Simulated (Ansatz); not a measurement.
Stepwise reaction of `C[O][Al]([F])[O]C` with hydrogen chloride, as a gas-phase model of exchange steps in deposition or etching. ΔE in kJ/mol.

Isolated molecules relaxed with PBE0-D4/def2-TZVP in Ansatz; ΔE leaves out vibrations. CCSD(T)/CBS is the MP2 limit (def2-TZVPP, def2-QZVPP) plus CCSD(T) − MP2 in def2-TZVPP, frozen cores. This one scheme is used for every species. DFT in def2-TZVPP. B3LYP here is the variant with VWN-RPA as its local correlation; programs differ in this. Each species was taken in one conformer, which may not be the lowest.

| step | reaction | PBE-D4 | B3LYP-D4 | ωB97M-V | CCSD(T)/CBS |
| --- | --- | --- | --- | --- | --- |
| 1 | `C[O][Al]([F])[O]C` + HCl → `C[O][Al]([F])[Cl]` + CH₃OH | -37.3 | -30.5 | -35.8 | -35.3 |

Problem. Give the row of step 2, `C[O][Al]([F])[Cl]` + HCl → `[F][Al]([Cl])[Cl]` + CH₃OH. (Estimate.)

Solution. Computed: 
```tsv
step	reaction	PBE-D4	B3LYP-D4	ωB97M-V	CCSD(T)/CBS
2	`C[O][Al]([F])[Cl]` + HCl → `[F][Al]([Cl])[Cl]` + CH₃OH	-25.6	-18.9	-23.3	-23.2
```

Problem. By hand: ΔE of the 2 steps together at CCSD(T)/CBS.

Solution. (-35.3) + (-23.2) = -58.5 kJ/mol, or -29.2 kJ/mol a step.

In ΔE each step is higher than the one before. All are downhill at CCSD(T)/CBS. PBE-D4 differs from CCSD(T)/CBS by -2.4 to -2.0 kJ/mol a step. Isolated molecules leave out the surface, adducts and barriers. Largest T1 diagnostic: 0.012.
